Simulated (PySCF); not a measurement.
The vertical singlet excitations below were computed for one of the candidates. The calculation used TDDFT CAM-B3LYP/def2-SVPD, vertical, gas phase, core orbitals frozen in the response in PySCF. Geometries: PBE0-D3(BJ)/def2-SVP, one conformer each.

```csv
state,ν̃ (cm⁻¹),f,"main configurations (H = HOMO, L = LUMO)"
S1,36680,0.0007,H→L (97%)
S2,44930,0.099,"H-1→L (78%), H→L+3 (9%)"
S3,54300,0.0015,"H-1→L+3 (40%), H-1→L+2 (36%), H-1→L+1 (8%)"
S4,55900,0.0048,H-2→L (94%)
S5,59740,0.015,"H→L+1 (83%), H→L+2 (10%)"
S6,62620,0.015,"H-1→L+1 (80%), H-1→L+2 (14%)"
S7,65130,0.800,"H→L+2 (46%), H-1→L (17%), H→L+3 (10%)"
S8,68920,0.034,"H→L+3 (62%), H→L+2 (25%)"
S9,70580,0.0010,"H→L+7 (47%), H-4→L (19%), H→L+6 (9%)"
S10,71450,0.030,"H-1→L+3 (50%), H-1→L+2 (40%)"
```

Question: Which structure fits?
A. `CC#CBOC(F)(F)F`
B. `CCOC(=O)C(F)(F)F`
C. `COCO[C@H](F)C(F)(F)F`

Answer: A. Its S1, at 4.55 eV, is the lowest among the candidates; the nearest of the others has S1 at 5.73 eV. S1 is HOMO→LUMO (97%). Löwdin shares by element: HOMO carbon 84% or more, boron 6%; LUMO carbon 36% or more, boron 34%, oxygen 13% (atoms not listed hold the other 17%). At the same level the other candidates give, for their lowest levels:
- `COCO[C@H](F)C(F)(F)F`: 8.13 eV (f 0.007); 8.83 eV (f 0.057); 8.98 eV (f 0.032); 9.06 eV (f 0.019); 9.25 eV (f 0.026); T1 7.93 eV; HOMO -10.19, LUMO 1.09 eV
- `CCOC(=O)C(F)(F)F`: 5.73 eV (f 0.001); 7.90 eV (f 0.124); 8.19 eV (f 0.000); 8.73 eV (f 0.040); 9.13 eV (f 0.011); T1 5.18 eV; HOMO -10.56, LUMO 0.20 eV

Shape of the structure used: `[CH3:1][C:2]#[C:3][BH:4][O:5][C:6]([F:7])([F:8])[F:9]`: C3–B4–O5–C6 -1°, B4–O5–C6–F7 -60°.
Triplets come from the Tamm–Dancoff approximation.
